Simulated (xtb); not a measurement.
osmium atom (Os), quintet (GFN-xTB shapes and energies of metal compounds can be far from the true ones); GFN0-xTB (xtb 6.7.1).

Input for xtb:
```
$ xtb mol.xyz --gfn 0 --uhf 4 --acc 30 --json

# file mol.xyz
1

Os     0.00000000     0.00000000     0.00000000
```

**Question.** Predict the main parts of the log of this xtb run.

**Answer.** 
```
   ID    Z sym.   atoms
    1   76 Os     1

           -------------------------------------------------
          |                Calculation Setup                |
           -------------------------------------------------

           -------------------------------------------------
          |                 G F N 0 - x T B                 |
           -------------------------------------------------

          ...................................................
          :                      SETUP                      :
          :.................................................:
          :  # basis functions                  10          :
          :  # atomic orbitals                   9          :
          :  # shells                            3          :
          :  # electrons                         8          :
          :  electronic temp.          300.0000000     K    :
          :  accuracy                   30.0000000          :
          :  -> integral cutoff          0.2000000E+02      :
          :  -> integral neglect         0.3000000E-06      :
          ...................................................

         :::::::::::::::::::::::::::::::::::::::::::::::::::::
         ::                     SUMMARY                     ::
         :::::::::::::::::::::::::::::::::::::::::::::::::::::
         :: total energy              -2.780687607871 Eh    ::
         :: gradient norm              0.000000000000 Eh/a0 ::
         :: HOMO-LUMO gap              2.787107200000 eV    ::
         ::.................................................::
         :: H0 energy                 -2.780687607871 Eh    ::
         :: repulsion energy           0.000000000000 Eh    ::
         :: electrostat energy         0.000000000000 Eh    ::
         :: -> Gsolv                   0.000000000000 Eh    ::
         ::    -> Gsasa                0.000000000000 Eh    ::
         ::    -> Gshift               0.000000000000 Eh    ::
         :: dispersion energy          0.000000000000 Eh    ::
         :: short-range corr.          0.000000000000 Eh    ::
         :: add. restraining           0.000000000000 Eh    ::
         :: total charge               0.000000000000 e     ::
         :::::::::::::::::::::::::::::::::::::::::::::::::::::

           -------------------------------------------------
          |                Property Printout                |
           -------------------------------------------------

    * Orbital Energies and Occupations

         #    Occupation            Energy/Eh            Energy/eV
      -------------------------------------------------------------
         1        1.4000           -0.3680054             -10.0139
         2        1.4000           -0.3680054             -10.0139
         3        1.4000           -0.3680054             -10.0139
         4        1.4000           -0.3680054             -10.0139
         5        1.4000           -0.3680054             -10.0139
         6        1.0000           -0.2014527              -5.4818 (HOMO)
         7                         -0.0990284              -2.6947 (LUMO)
         8                         -0.0990284              -2.6947
         9                         -0.0990284              -2.6947
      -------------------------------------------------------------
                  HL-Gap            0.1024243 Eh            2.7871 eV
             Fermi-level            0.0000000 Eh            0.0000 eV

     #   Z          covCN         q      C6AA      α(0)
     1  76 Os       0.000     0.000   688.897    59.608

 Mol. C6AA /au·bohr⁶  :        688.897109
 Mol. C8AA /au·bohr⁸  :      92491.156472
 Mol. α(0) /au        :         59.608352

Wiberg/Mayer (AO) data.
largest (>0.10) Wiberg bond orders for each atom

 ---------------------------------------------------------------------------
     #   Z sym  total        # sym  WBO       # sym  WBO       # sym  WBO
 ---------------------------------------------------------------------------
     1  76 Os   0.000
 ---------------------------------------------------------------------------

 dipole moment from electron density (au)
     X       Y       Z
   0.0000   0.0000   0.0000  total (Debye):    0.000

           -------------------------------------------------
          | TOTAL ENERGY               -2.780687607871 Eh   |
          | GRADIENT NORM               0.000000000000 Eh/α |
          | HOMO-LUMO GAP               2.787107200000 eV   |
           -------------------------------------------------

normal termination of xtb
```
